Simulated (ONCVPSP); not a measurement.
## Before and after: ONCV potential for N

nitrogen (N), optimised norm-conserving Vanderbilt (ONCV), made with ONCVPSP 4.0.1 (PBE, fully relativistic). Core [He], reference 2s2 2p3. Waves: 2s: rc 0.90 bohr, ncon 4, nbas 8, qcut 8.3 1/bohr, 2 projectors, debl 0.8 Ha; 2p: rc 1.40 bohr, ncon 4, nbas 9, qcut 12.1 1/bohr, 3 projectors, debl 1.8 Ha; d scattering state at 0.1 Ha: rc 1.45 bohr, ncon 4, nbas 7, qcut 6.9 1/bohr, 2 projectors, debl 2.5 Ha. Local part: polynomial inside 0.70 bohr (lpopt 2, dvloc0 0 Ha). Core correction: polynomial model core, fcfact 0.7.

Open shells are filled in proportion to 2j + 1.

All-electron outer shells of the reference configuration (PBE, scalar-relativistic, ld1.x):

```
shell  level (eV)  outermost node (bohr)  outermost maximum (bohr)
   1s     -384.72                      –                      0.15
   2s      -18.58                   0.32                      1.02
   2p       -7.09                      –                      0.98
```

Change: s: rc 0.76.

Cutoffs: the cutoffs (Ha) at which the residual kinetic energy of the hardest occupied pseudo-wave falls to 1 and 0.1 mHa per electron; they do not see the model core or the augmentation charge, which bear on the density cutoff. Errors are all-electron minus pseudo energies relative to the spin-unpolarised reference configuration.

**Question.** Predict the effect on cutoff, ghosts and configuration errors.

**Answer.** The potential gets harder (36 Ha and 55 Ha → 36 Ha and 88 Ha); the errors of the 4 common tests hardly move; neither file shows a bound ghost. A smaller radius makes the pseudo-wave follow the all-electron one further in, where it bends more sharply, so more plane waves are needed.

```csv
quantity,base,changed
"cutoff, loose",36 Ha,36 Ha
"cutoff, tight",55 Ha,88 Ha
loose cutoff by channel,"s 29 Ha, p 36 Ha","s 29 Ha, p 36 Ha"
bound ghosts,none,none
GHOST(+) flags under 300 eV,none,none
"error for 2s2 2p2, meV [ΔE 13.59 eV]",+5.6,+5.6
"error for 2s2 2p1, meV [ΔE 42.44 eV]",+56,+56
"error for 2s2 2p0, meV [ΔE 89.53 eV]",+255,+254
"error for 2s1 2p3, meV [ΔE 25.37 eV]",+0.5,+0.6
p3/2: phases at 1.42 bohr within 0.05 rad from the reference energy up to (Ha; the scan ends near 5),to the end of the scan,to the end of the scan
p1/2: phases at 1.42 bohr within 0.05 rad from the reference energy up to (Ha; the scan ends near 5),to the end of the scan,to the end of the scan
d5/2: phases at 1.48 bohr within 0.05 rad from the reference energy up to (Ha; the scan ends near 5),to the end of the scan,to the end of the scan
d3/2: phases at 1.48 bohr within 0.05 rad from the reference energy up to (Ha; the scan ends near 5),to the end of the scan,to the end of the scan
"rms error of d²Exc/dni dnj with the model core, mHa",6.95,6.94
```
